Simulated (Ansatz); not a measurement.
Computed with Ansatz on PBE0-D4/def2-TZVP structures; ΔE is electronic, products minus reactants. CCSD(T)/CBS adds triple-zeta CCSD(T) − MP2 to the extrapolated MP2 energy (def2 sets, frozen cores). Double bonds are as drawn, so ΔE can hold a change between cis and trans. For Br, Ge outer-core shells are correlated without core-valence functions, which leaves a few kJ/mol of doubt a bond. Scalar relativity is left out up to krypton. Each species was taken in one conformer, which may not be the lowest.

Reaction (formal exchange of groups at a Ge–C bond): `Cl[CH]([GeH3])Br` + `BN/C=N/C=C` → `BN/C=[N]/[GeH3]` + `C=CC(Cl)Br`

| species | CCSD(T)/CBS(def2) energy (Eh) |
| --- | --- |
| `Cl[CH]([GeH3])Br` | -5149.64977 |
| `BN/C=N/C=C` | -252.55217 |
| `BN/C=[N]/[GeH3]` | -2252.58151 |
| `C=CC(Cl)Br` | -3149.63440 |

(1) Work out ΔE.

Largest T1 diagnostic among the species: 0.015.

## Answers

(1) ΔE = (-2252.58151) + (-3149.63440) − (-5149.64977) − (-252.55217) = -0.01397 Eh = -0.38 eV.

From PBE to PBE0 (25 % exact exchange), in def2-TZVPP and without D4, ΔE moves by −0.03 eV. In def2-TZVPP, CCSD(T) changes the Hartree–Fock value by +0.08 eV (the triples alone add +0.01 eV) and MP2 by +0.06 eV.
